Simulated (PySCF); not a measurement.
Dipole moment and polarisability of `N#C[Si@@H]1[SiH2]CC[C@@H]1F`

Species: C4H8FNSi2.
Numbering: `[N:1]#[C:2][Si@@H:3]1[SiH2:4][CH2:5][CH2:6][C@@H:7]1[F:8]` (hydrogens: H9 on Si3; H10, H11 on Si4; H12, H13 on C5; H14, H15 on C6; H16 on C7)

Cartesian coordinates in Å at the GFN2-xTB level; atoms count from 1:
```
atom  x, y, z in Å
N1     2.8160   -1.9227    2.0912
C2     2.2692   -1.3970    1.2323
Si3    1.4160   -0.4659   -0.1391
Si4    0.5682    1.6449    0.3231
C5    -1.2480    1.0736    0.1009
C6    -1.3074   -0.1515   -0.8170
C7    -0.3485   -1.2458   -0.3555
F8    -0.7880   -1.7329    0.8717
H9     2.2046   -0.7899   -1.3373
H10    0.9150    2.6493   -0.6918
H11    0.7959    2.2173    1.6509
H12   -1.6629    0.7967    1.0722
H13   -1.8888    1.8595   -0.2990
H14   -2.3263   -0.5488   -0.8397
H15   -1.0326    0.1254   -1.8385
H16   -0.3901   -2.1033   -1.0358
```

Level: wB97X-D/def2-SVPD (PySCF), static field, nuclei fixed, core orbitals frozen in the response. The polarisability tensor in these axes (au):

```
x   106.69  -8.53  10.37
y    -8.53 106.16  -3.60
z    10.37  -3.60  93.31
```

Task: Diagonalise the tensor; give its mean and Δα, where Δα² is half the sum of the squared differences of the eigenvalues.

Result: Principal values 87.60, 99.58 and 118.98 au; mean 102.05 au = 15.12 Å³ = 16.83 × 10⁻⁴⁰ C²·m²/J; Δα = 27.42 au (27 % of the mean).

Task: What is the dipole moment, and where does it point?

Result: (-2.30, 3.02, -3.96) D, 5.49 D in size, pointing from the negative to the positive side. Measured along this direction, the outermost atoms are N1 at the negative end and H13 at the positive end.

Task: Sum over states: ᾱ = Σ f/ω², ω in Eh. What share falls to these 8 lowest TDDFT singlets (eV, f)? 6.21, 0.0066; 6.56, 0.1048; 7.04, 0.0701; 7.13, 0.0933; 7.35, 0.0138; 7.47, 0.0130; 7.60, 0.0488; 7.79, 0.0355.

Result: They add up to 5.76 au, 5.6 % of the 102.05 au; the largest single term is 1.80 au, from the state at 6.56 eV. Terms in order: 0.13, 1.80, 1.05, 1.36, 0.19, 0.17, 0.63, 0.43 au. Higher excitations give the rest. The strengths listed sum to 0.386.

Task: Find the Langevin capture rate constant for H3+ (3.023 u) meeting this molecule (145.018 u), k = 2.342 × 10⁻⁹ cm³/s × √(α in Å³ / reduced mass in u).

Result: The reduced mass is 2.96 u, so k = 5.29 × 10⁻⁹ cm³/s. The formula leaves out the permanent dipole, which adds to the capture rate.

Task: Rayleigh depolarisation ratio (linearly polarised light, static tensor)?

Result: ρ = 3Δα²/(45ᾱ² + 4Δα²) = 2256.2/(468664 + 3008.3) = 0.00478.

Task: Orientational against electronic polarisability at 298 K (dilute gas, rigid molecules)?

Result: In Gaussian units μ²/3kT = 243.85 Å³ against 15.12 Å³, a ratio of 16.12; the Debye molar polarisation (4π/3)N_A(α + μ²/3kT) is 653.3 cm³/mol, leaving out the vibrational part.

Geometry: GFN2-xTB, one conformer, isolated molecule.

wB97X-D is run here without its empirical dispersion term; that term would change no orbital, density or response property at a fixed geometry.
